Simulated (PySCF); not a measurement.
Simulated Si 2p region for `Br[SiH](Br)Br` (SiHBr3), binding energy against the vacuum level.

Every computed line was given a Gaussian of 1.0 eV full width at half maximum and an area set by the number of equivalent atoms (split 2:1 within a doublet); the highest printed point is 100. Level of theory: delta-SCF UKS SCAN, pcX-2 on the ionised atom, pcseg-1 elsewhere, spin-free X2C in PySCF.

(binding energy (eV), intensity): (107.8, 0), (107.9, 0), (108.0, 1), (108.1, 2), (108.2, 3), (108.3, 6), (108.4, 10), (108.5, 16), (108.6, 24), (108.7, 34), (108.8, 46), (108.9, 59), (109.0, 71), (109.1, 83), (109.2, 92), (109.3, 98), (109.4, 100), (109.5, 99), (109.6, 94), (109.7, 87), (109.8, 79), (109.9, 70), (110.0, 60), (110.1, 50), (110.2, 40), (110.3, 31), (110.4, 23), (110.5, 17), (110.6, 11), (110.7, 7), (110.8, 5), (110.9, 3), (111.0, 2), (111.1, 1), (111.2, 0), (111.3, 0), (111.4, 0)

Task: How many maxima does the curve show, and how many computed lines lie under it?

Result: The curve has 1 maximum (at 109.4 eV). Under it lie 2 lines from 1 inequivalent silicon site, drawn as a 2p3/2, 2p1/2 pair. At this width some lines have no maximum of their own.

Task: Decompose the envelope and assign each component. Bonds: Si1–Br3, Si1–Br4, Si1–Br5. Hydrogens: H2 on Si1.

Result: 
| position (eV) | relative area | line | atoms | environment |
| --- | --- | --- | --- | --- |
| 109.28 | 0.67 | Si 2p3/2 | Si1 | silicon bonded to 3 Br and H |
| 109.90 | 0.33 | Si 2p1/2 | Si1 | silicon bonded to 3 Br and H |

No satellites, vibrations or lifetime broadening are included. For 2p shells one spin-free hole was relaxed; a mean-field spin–orbit operator and the ground-state splitting of the three 2p orbitals were then diagonalised within the shell. The shell's mean is (2 × 2p3/2 + 2p1/2)/3, and the degeneracies 2j + 1 give areas of 2:1. 2p1/2 minus 2p3/2 (ligand field included): Si 0.63 eV. Geometry: PBE0-D3(BJ)/def2-SVP; no solvent, vibrations or thermal averaging.
